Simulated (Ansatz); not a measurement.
Geometry optimisation, RKS CAM-B3LYP-D4/def2-SVP in Ansatz.

Input:

```yaml
crystal:
  periodic: [false, false, false]
  atoms:
    - { symbol: Sn, position_ang: [0.0, 0.0, 0.0] }
    - { symbol: H, position_ang: [0.0, 0.0, 2.09] }
    - { symbol: O, position_ang: [1.8483, 0.0, -0.6527] }
    - { symbol: H, position_ang: [2.1646, -0.9521, -0.7693] }
    - { symbol: Cl, position_ang: [-1.1351, 1.9666, -0.8025] }
    - { symbol: Cl, position_ang: [-1.1351, -1.9666, -0.8025] }
    - { symbol: F, position_ang: [-2.0593, 0.0, 0.6842] }
    - { symbol: H, position_ang: [-1.0838, 0.0, 1.8933] }
basis:
  gaussian: { orbitals: def2-SVP }
hamiltonian:
  xc: cam_b3lyp
  dispersion: d4
relax:
  f_tol: 0.15
  max_steps: 25
  restrain:
    - { distance: [0, 6], at: 3.07, k: 30.0 }
    - { distance: [7, 1], at: 1.86, k: 30.0 }
    - { distance: [0, 1], at: 1.74, k: 30.0 }
    - { distance: [7, 6], at: 0.92, k: 30.0 }
```

Launched with:

```bash
$ ansatz run input.yaml --threads 4 --pin off --max-ram 5120MiB --backend cpu --events-out ev --progress --plain --runs-dir out
```

Q: Where does it end, and by what steps?

A: It converged. The restraints hold the end off the free minimum; the threshold counts their pulls, which the force column leaves out. Restrained pairs: Sn1–F7 (2.17 → 3.07 Å), H2–H8 (1.10 → 1.87 Å), Sn1–H2 (2.09 → 1.73 Å), F7–H8 (1.55 → 0.93 Å). After 14 steps the energy has fallen by 3.096 eV (the restraints' own energy left out); F7 moved furthest, 0.94 Å.

| step | energy less start (eV) | largest force component (eV/Å) | accepted |
| --- | --- | --- | --- |
| 0 | 0.0000 | 3.639 | yes |
| 1 | -0.2985 | 4.800 | yes |
| 2 | -1.3944 | 6.006 | yes |
| 3 | -2.1927 | 5.166 | yes |
| 4 | -2.7537 | 2.239 | yes |
| 5 | -2.9152 | 0.798 | yes |
| 6 | -2.9890 | 0.708 | yes |
| 7 | -3.0295 | 0.432 | yes |
| 8 | -3.0542 | 0.759 | yes |
| 9 | -3.0803 | 0.401 | yes |
| 10 | -3.0914 | 0.517 | yes |
| 11 | -2.9230 | 3.473 | no |
| 12 | -3.0956 | 0.449 | yes |
| 13 | -3.0889 | 0.842 | no |
| 14 | -3.0959 | 0.471 | yes |

```xyz
8
Properties=species:S:1:pos:R:3
Sn 0.142 -0.124 -0.023
H -0.027 -0.011 1.691
O 2.066 -0.275 -0.345
H 2.302 -0.472 -1.263
Cl -0.646 1.767 -1.127
Cl -0.891 -1.998 -0.938
F -2.509 0.080 1.505
H -1.836 0.082 2.140
```

Time of the run: 35 s on 4 threads of Arm Neoverse V1, on a shared host, peak memory 0.32 GiB.
